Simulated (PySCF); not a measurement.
# Diatomics of Cs with the second period

PBE0 with triple-zeta basis sets in PySCF, for the lowest determinant that a PBE0 search found; no spin–orbit coupling. De refers to high-spin ground-configuration atoms. A positive dipole means M(−)Cs(+).

```json
{"M": "Li", "basis": "def2-TZVP", "state (unpaired electrons)": "singlet (closed shell)", "Re (Å)": "3.749", "ωe (cm⁻¹)": "178", "De (eV)": "0.61", "μ (D)": "5.04"}
{"M": "Be", "basis": "def2-TZVP", "state (unpaired electrons)": "doublet (σ ↑)", "Re (Å)": "3.752", "ωe (cm⁻¹)": "137", "De (eV)": "0.27", "μ (D)": "4.04"}
{"M": "C", "basis": "x2c-TZVPPall", "state (unpaired electrons)": "quartet (σ ↑, π ↑↑)", "Re (Å)": "2.708", "ωe (cm⁻¹)": "311", "De (eV)": "2.45", "μ (D)": "8.73"}
{"M": "O", "basis": "x2c-TZVPPall", "state (unpaired electrons)": "doublet (σ ↑)", "Re (Å)": "2.275", "ωe (cm⁻¹)": "366", "De (eV)": "3.16", "μ (D)": "7.20"}
{"M": "F", "basis": "def2-TZVPP", "state (unpaired electrons)": "singlet (closed shell)", "Re (Å)": "2.354", "ωe (cm⁻¹)": "363", "De (eV)": "5.01", "μ (D)": "7.68"}
```

The shortest bond is that of CsO (2.275 Å), the longest that of CsBe (3.752 Å). CsF is bound most strongly (5.01 eV) and CsBe least (0.27 eV).

The rows differ in basis set, which adds steps of its own.

The state changes along the series, so neighbouring rows are not always alike in their bonding.

Closed-shell solutions of metal pairs were not tested for spin polarisation, which can lower them a little. Weak bonds: CsBe. Basis-set superposition, not corrected here, can be much of De in a small basis, most of all at correlated wavefunction levels. Functionals without a dispersion term scatter widely for such bonds, and LDA overbinds them. Spin–orbit coupling is left out, which matters for elements this heavy, above all for dissociation energies. States were picked by a PBE0 search and need not be the measured ground states.
